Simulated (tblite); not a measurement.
Species: BrH6PSi2.
Z-matrix (Å and degrees, GFN2-xTB geometry), rows numbered from 1:
```
Si
P   1  2.2413
Si  2  2.2201  1  104.33
Br  3  2.2206  2  115.00  1    43.98
H   1  1.4599  2  104.47  3  -162.91
H   1  1.4630  2  112.46  3   -41.94
H   1  1.4623  2  104.80  3    78.73
H   2  1.3783  1   95.99  3    97.22
H   3  1.4560  2  110.11  1   -73.05
H   3  1.4567  2  110.16  1   160.38
```

Computed values, GFN2-xTB/tblite, gas phase, harmonic and unscaled. Errors from tens to a few hundred cm⁻¹ against measured bands are possible. Modes of hydrogen on phosphorus and silicon can be 10 to 20 % off. One conformer, not necessarily the lowest.

Harmonic wavenumbers (cm⁻¹): 39.7, 77.2, 89.5, 144.0, 379.9, 413.6, 458.1, 480.6, 512.5, 541.7, 598.8, 652.6, 694.6, 743.8, 750.8, 760.7, 770.6, 776.8, 2260.6, 2270.8, 2292.8, 2304.2, 2309.7, 2356.6.

A = 3204, B = 990.9, C = 801.0 MHz; mass 171.893 u (most abundant isotopes); point group C1, symmetry number 1.

Task: Zero-point energy?

Result: Half the sum of the wavenumbers: 11340 cm⁻¹ = 32.42 kcal/mol.

Task: Entropy at 273.15 K, 1 bar (ideal gas, RRHO, classical rotation)?

Result: Translation 40.92, rotation 28.97, vibration 20.75: S = 90.6 cal/(mol K).

Task: And Cp and H(273.15 K) − H(0)?

Result: Cp = 28.62 cal/(mol K), of which vibrations give 20.67 (their classical limit is 24 R = 47.7); H(273.15 K) − H(0) = 5.05 kcal/mol without the zero-point energy, 2.88 from vibrations.

Task: What must be added to the electronic energy to get the Gibbs energy at 273.15 K and 1 bar?

Result: ZPE + [H(273.15 K) − H(0)] − T·S = 32.42 + 5.05 − 24.76 = 12.71 kcal/mol.

Task: Which modes carry the vibrational entropy at 273.15 K?

Result: 39.7 cm⁻¹: 5.10; 77.2 cm⁻¹: 3.79; 89.5 cm⁻¹: 3.50; 144.0 cm⁻¹: 2.58; 379.9 cm⁻¹: 0.91; 413.6 cm⁻¹: 0.79 cal/(mol K); the other 18 give 4.07 together.

Hindered rotation and anharmonicity are outside this model. Other conformers, if any are populated, would add a mixing term that is left out. The structure is chiral; the term R ln 2 for an equal mix with its mirror image is left out.
